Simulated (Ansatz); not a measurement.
Consider the ligand exchange at a Ge–C bond: `N[CH2][GeH2][OH]` + H₂S → `[OH][GeH2][SH]` + CH₃NH₂.

Computed with Ansatz on PBE0-D4/def2-TZVP structures; ΔE is electronic, products minus reactants. CBS: MP2 limit from def2 TZ/QZ plus the TZ coupled-cluster correction, frozen cores. This one scheme is used for every species. Functionals use def2-TZVPP. B3LYP here is the variant with VWN-RPA as its local correlation; programs differ in this. For Ge outer-core shells are correlated without core-valence functions, which leaves a few kJ/mol of doubt a bond. Scalar relativity is left out up to krypton. One conformer a species, not always the lowest.

```csv
level,ΔE (kcal/mol),difference from CCSD(T)/CBS
LDA (SPW92),-17.1,-0.3
B97M-V,-19.1,-2.3
revPBE,-19.2,-2.4
r2SCAN,-19.0,-2.2
B3LYP,-18.6,-1.8
r2SCAN0,-18.9,-2.1
MP2/def2-SVP,-17.5,-0.7
CCSD(T)/def2-TZVPP,-16.8,0.0
HF/def2-QZVPP,-19.5,-2.7
SCS-MP2/def2-QZVPP,-17.5,-0.7
CCSD(T)/CBS,-16.8,0
```

Largest T1 diagnostic among the species: 0.012.

Leaving LDA and LC-ωPBE aside and taking each functional with its dispersion term where it has one, the values, not all of them listed here, spread over 1.7 kcal/mol, from B97M-V to CAM-B3LYP-D4. LDA lies +1.6 kcal/mol from PBE without D4. In def2-TZVPP, CCSD(T) changes the Hartree–Fock value by +2.6 kcal/mol (the triples alone add −0.1 kcal/mol) and MP2 by +2.0 kcal/mol.
